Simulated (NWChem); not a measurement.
Species: C$_{2}$H$_{4}$Cl$_{2}$; SMILES CC(Cl)Cl

```xyz
8

C     -1.7255    -0.1676     0.0000
C     -0.3409     0.4263     0.0000
Cl     0.5540    -0.0546    -1.4670
Cl     0.5540    -0.0546     1.4670
H     -1.6672    -1.2650     0.0000
H     -2.2719     0.1611    -0.8960
H     -2.2719     0.1611     0.8960
H     -0.3553     1.5229     0.0000
```
Atoms are numbered in this order, from 1.

All runs: NWChem. Structure relaxed at the PBE0/def2-SVP level. Level: M06-2X/def2-SVP with COSMO at NWChem's default radii, gas-phase geometry; rows give the dielectric constant.

```json
[
 {"dielectric constant": "1.5", "electrostatic solvation energy (kcal/mol)": "-0.9", "dipole in solution (D)": "2.21"},
 {"dielectric constant": "2.4", "electrostatic solvation energy (kcal/mol)": "-1.7", "dipole in solution (D)": "2.36"},
 {"dielectric constant": "3.9", "electrostatic solvation energy (kcal/mol)": "-2.2", "dipole in solution (D)": "2.46"},
 {"dielectric constant": "11.7", "electrostatic solvation energy (kcal/mol)": "-2.8", "dipole in solution (D)": "2.58"},
 {"dielectric constant": "20.7", "electrostatic solvation energy (kcal/mol)": "-2.9", "dipole in solution (D)": "2.61"}
]
```
